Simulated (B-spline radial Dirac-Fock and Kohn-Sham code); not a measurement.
Rh⁴⁺ 4d3/2: cross section and angular parameters

System: Rh⁴⁺, [Kr] 4d5; threshold 61.90 eV (orbital energy of the model). Model: Dirac-Hartree-Slater photoionisation with a Latter tail; cross sections with all multipoles, angular parameters from the dipole term and its interference with E2. Program: a radial B-spline solver.

```tsv
hν (eV)	σ (kb)	β	γ	δ
124	92.6	-0.816	0.112	0.002
165	153	0.041	0.077	-0.013
212	161	0.533	0.025	-0.010
225	157	0.618	0.015	-0.009
300	123	0.923	-0.018	-0.001
347	102	1.034	-0.024	0.003
369	93.3	1.074	-0.023	0.005
391	?	?	?	?
421	75.7	1.148	-0.019	0.009
577	42.2	1.266	0.019	0.018
600	38.9	1.276	0.026	0.019
610	37.6	1.280	0.030	0.020
619	36.5	1.283	0.033	0.020
626	35.6	1.285	0.035	0.020
998	12.0	1.323	0.181	0.035
1240	6.86	1.306	0.276	0.044
1760	2.58	1.243	0.459	0.062
1880	2.12	1.226	0.496	0.067
2250	1.23	1.177	0.602	0.080
2820	0.607	1.105	0.743	0.101
2860	0.580	1.100	0.752	0.102
2984.4	0.505	1.086	0.779	0.107
3830	0.220	0.995	0.937	0.139
4000	0.190	0.979	0.964	0.145
4500	0.126	0.933	1.036	0.164
5414.7	0.0656	0.861	1.146	0.198
6000	0.0453	0.821	1.203	0.220
12000	0.00326	0.560	1.532	0.422
```

Task: Give the values at 391 eV.

Result: σ = 85.4 kb, β = 1.109, γ = -0.023, δ = 0.007.

Values without a named source are computed, but for edge energies of neutral atoms, which are taken from tables.
